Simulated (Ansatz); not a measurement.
A structure relaxed at PBE0-D4/def2-SVP in Ansatz, charge 0, singlet:

```xyz
14

B     0.710   -1.120    0.290
B    -0.972   -0.944   -0.080
H    -0.360   -1.730    0.811
B     0.187    0.326   -0.696
N     0.106    1.610    0.276
H     1.306    0.288   -1.173
H     1.334   -1.973   -0.295
H     1.247   -0.617    1.264
H    -1.450   -1.681   -0.909
H    -1.754   -0.303    0.603
H    -0.605    0.491   -1.604
H    -0.832    1.677    0.677
H     0.764    1.495    1.049
H     0.318    2.481   -0.211
```

**Question.** Give its formula and point group.

**Answer.** B3NH10. Point group Cs (tolerance 0.1 Å).

**Question.** Summarise the bond lengths by kind (pairs closer than 1.2 times the sum of covalent radii, bridged metal pairs left out).

**Answer.** 3 × B–B 1.73 to 1.83 Å; 1 × B–N 1.61 Å; 8 × B–H 1.21 to 1.34 Å; 3 × H–N 1.02 Å.
